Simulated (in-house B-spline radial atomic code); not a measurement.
The numbers below are computed, except where a source is named.
## What the choice of pseudopotential does to G0W0 on PBE0: Sn²⁺

All numbers come from an all-electron radial atomic-structure program (B-spline basis), non-relativistic (model numbers for so heavy an element), configuration [Kr] 4d10 5s2, open shells at high spin. Semilocal Troullier-Martins pseudo-atoms, one channel per l, are made with PBE or LDA for several valence sets and radii, with or without a model core, and set against the all-electron atom. One channel fits only the lowest state of its l, so a second state of that l is approximate. All electrons give 5s: PBE0 -25.926 eV, G0W0 -29.642 eV, 4d: PBE0 -47.32 eV, G0W0 -53.03 eV. Potentials are made in the ion's own configuration unless the neutral atom is named, and a smooth local potential serves every l without a channel. Potentials that miss their own reference levels by more than 6 millihartree, or need radii over 3.5 bohr, are left out. Columns give pseudo minus all-electron, in eV; a dash marks a level in the core or of low weight.

| valence | made with | radii (bohr) | model core (bohr) | 5s PBE0 | 5s G0W0 | 4d PBE0 | 4d G0W0 |
| --- | --- | --- | --- | --- | --- | --- | --- |
| 5s | PBE, neutral atom | s 2.75 p 3.37 | none | -0.09 | +0.27 | - | - |
| 5s | LDA, neutral atom | s 1.87 p 2.33 | 1.81 | +0.27 | +0.62 | - | - |
| 5s | LDA, neutral atom | s 2.71 p 3.37 | 1.81 | +0.27 | +0.68 | - | - |
| 4d 5s | PBE, neutral atom | s 1.91 p 2.33 d 0.79 | none | -0.17 | -0.62 | +1.38 | +3.59 |
| 4d 5s | PBE, neutral atom | s 2.12 p 2.59 d 0.88 | none | -0.17 | -0.62 | +1.38 | +3.65 |
| 4d 5s | PBE | s 2.32 p 2.69 d 1.01 | none | -0.20 | -0.64 | +1.25 | +3.62 |
| 4d 5s | PBE, neutral atom | s 2.75 p 3.37 d 1.14 | none | -0.21 | -0.75 | - | - |
| 4d 5s | LDA, neutral atom | s 1.87 p 2.33 d 0.79 | 0.69 | -0.19 | -0.64 | - | - |
| 4d 5s | LDA, neutral atom | s 2.08 p 2.59 d 0.88 | 0.69 | -0.19 | -0.64 | - | - |
| 4d 5s | LDA, neutral atom | s 2.39 p 2.98 d 1.01 | 0.69 | -0.20 | -0.67 | - | - |
| 4d 5s | LDA, neutral atom | s 2.71 p 3.37 d 1.14 | 0.69 | -0.22 | -0.74 | +1.96 | +4.58 |
| 4p 4d 5s | PBE, neutral atom | s 2.44 p 0.91 d 1.01 | none | -0.50 | -1.51 | +0.40 | +1.03 |
| 4p 4d 5s | PBE | s 1.81 p 0.72 d 0.79 | 0.56 | -0.46 | -1.40 | +0.57 | +1.07 |
| 4p 4d 5s | PBE, neutral atom | s 2.44 p 0.91 d 1.01 | 0.56 | -0.52 | -1.52 | - | - |

Task: How does the G0W0 shift of 5s, which all sets hold, depend on the valence set?

Result: Mean size: 5s: 0.53 eV; 4d 5s: 0.67 eV; 4p 4d 5s: 1.48 eV. A larger valence set can do worse when it takes only part of a shell, whose exchange with the frozen rest is then left to the functional. The means mix radii and the functional used in making the potentials.
